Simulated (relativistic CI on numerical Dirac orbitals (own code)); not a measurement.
## What each ingredient does to the levels of Gd LIV

Base calculation: Dirac-Coulomb-Breit CI, KLI orbitals optimised for each configuration, model QED (radiative potential, 1s self-energy scaled to tabulated hydrogen-like ionisation energies), unscaled Slater integrals.

Configurations in the expansion (outside the closed core [Ne]): 3s, 3p, 3d, 4s, 4p, 4d, 4f, 5s, 5p, 5d, 5f, 5g, 6s, 6p, 6d. Levels of other configurations are missing.

The lowest level and the first level of each name with at least 55 % of one term (blank where a level has no safe partner in the second run):

| Level | Base (eV) | Shift (eV) |
| --- | --- | --- |
| 3s 2S_1/2 | 0.00 | 0.00 |
| 3p 2P°_1/2 | 128.11 | +0.10 |
| 3p 2P°_3/2 | 317.27 | +0.10 |
| 3d 2D_3/2 | 473.62 | -0.24 |
| 3d 2D_5/2 | 516.82 | -0.24 |
| 4s 2S_1/2 | 2288.44 | -0.16 |
| 4p 2P°_1/2 | 2341.44 | -0.11 |
| 4p 2P°_3/2 | 2418.72 | -0.11 |
| 4d 2D_3/2 | 2478.00 | -0.18 |
| 4d 2D_5/2 | 2496.71 | -0.18 |
| 4f 2F°_5/2 | 2528.14 | +0.22 |
| 4f 2F°_7/2 | 2536.27 | +0.22 |
| 5s 2S_1/2 | 3307.06 | +0.05 |
| 5p 2P°_1/2 | 3333.71 | +0.08 |

At this charge energies of transitions that change n are usually good to better than 1 %, and those within a shell (Δn = 0) to a few per cent.

Problem. One thing was changed in a second run, which moved the levels as shown. Which?
A. P86 correlation estimate
B. QED terms removed
C. configuration mixing switched off
D. Breit term removed

Solution. A. P86 correlation estimate. A correlation estimate moves all levels of a configuration together before mixing; mixed levels move by a weighted share.
